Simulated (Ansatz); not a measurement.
Job for Ansatz (a first-principles code): R-PBE/def2-TZVPPD on AlH3 (SMILES [AlH3]). Files ending in .json are basis or fitting sets from the Basis Set Exchange.

Ansatz 0.2 input:
```yaml
crystal:
  periodic: [false, false, false]
  atoms:
    - {symbol: Al, position_ang: [-0.03534412, 0.15324321, -0.40981655]}
    - {symbol: H, position_ang: [-1.49527161, -0.22021759, -0.92851754]}
    - {symbol: H, position_ang: [1.14634410, -0.86223162, -0.74494603]}
    - {symbol: H, position_ang: [0.33283800, 1.70001927, -0.30106647]}
basis:
  gaussian:
    orbitals: def2-TZVPPD.json
hamiltonian:
  xc: {name: PBE}
scf: {lower_state_search: off}
```

The log:

```
WARN ansatz: RAYON_NUM_THREADS=2 ignored (pool sized by the plan → 2); use --threads N
Functional definition: PBE
these checks for a lower state are left out or cut short: stability, starts, cluster_reference, orbital_swaps, neighbouring_geometries, increment
integrals: 0.02 GiB planned
478 factors; their error is unknown
mean field: 0.19 GiB planned
mean field evaluation 1: about -6639.6594 eV, gradient 1.7e1 eV
mean field evaluation 2: about -6640.3792 eV, gradient 1.1e1 eV
mean field evaluation 4: about -6640.8245 eV, gradient 1.2e-1 eV
mean field evaluation 8: about -6640.8186 eV, gradient 1.7e-1 eV
mean field -6640.81861784 eV, -244.0455828971 hartree, gradient 9.3e-6 eV, S^2 0.000000; 0 other end points of the search recorded, 0 dependent functions left out
reference -6640.81865905 eV, -244.0455844116 hartree; 8, 8 occupied and 91, 91 virtual orbitals, 478 factors
Total energy: -6640.81865905 eV, -244.0455844116 hartree
Checks for a lower state left out: stability, starts, cluster_reference, orbital_swaps, neighbouring_geometries, increment
```

The run converged.

Cost: about 0.5 core-seconds (a rough figure).
